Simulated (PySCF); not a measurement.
NMR data simulated for an unnamed compound:

¹H NMR (600 MHz, computed): δ 7.34 (ddt, J = 3.5, 2.3, 1.2 Hz, 1H), 6.48 (m, 1H), 6.46 (m, 1H).

¹³C{¹H} NMR (computed): δ 156.0 (C, ddd, J = 371.2, 367.9, 44.4 Hz), 138.4 (C, ddd, J = 40.3, 10.9, 5.3 Hz), 136.8 (CH), 124.0 (C, ddd, J = 284.3, 49.6, 26.7 Hz), 107.8 (CH), 103.0 (CH, d, J = 2.2 Hz).

[PySCF: J couplings at B3LYP/pcJ-1 (spin–dipole term only in couplings to heteroatoms); KT2/pcSseg-1 with gauge-including orbitals; structure optimised with PBE0-D3(BJ)/def2-SVP; one conformer; non-relativistic Hamiltonian; gas phase]

Chemical shifts δ = σref − σ; ¹H and ¹³C vs TMS, all at this level.

**Question.** Which of these does the molecule contain: an aldehyde, a Si–H bond, a ketone, a heteroaromatic ring, a non-aromatic C=C double bond?

**Answer.** 
- An aldehyde: no.
- A Si–H bond: no.
- A ketone: no.
- A heteroaromatic ring: yes.
- A non-aromatic C=C double bond: yes.

The data belong to SMILES FC(F)=C(F)c1ccco1, C6H3F3O; they needn't prove each group on their own.

Carbon signals by region: 6 in the sp2 and nitrile region (100–160 ppm).

C–F couplings over four or more bonds (about 3 Hz to the para carbon of a fluoroarene) are left out. Common functionals overestimate the size of one-bond C–F couplings by tens of Hz; these are unscaled. Splittings below 1 Hz are ignored in the labels, and close J values are merged. Unscaled 3J(H,H) at this level run about 10 % above measured values. Shifts are as computed. Against solution values, carbons near 30 ppm lie about +2 ppm off and those near 130 ppm about -5 ppm. Of 1211 compounds with measured shifts, 218 miss one by over three times the rms of a fit or turn the order of signals round; such compounds aren't used in these exercises.
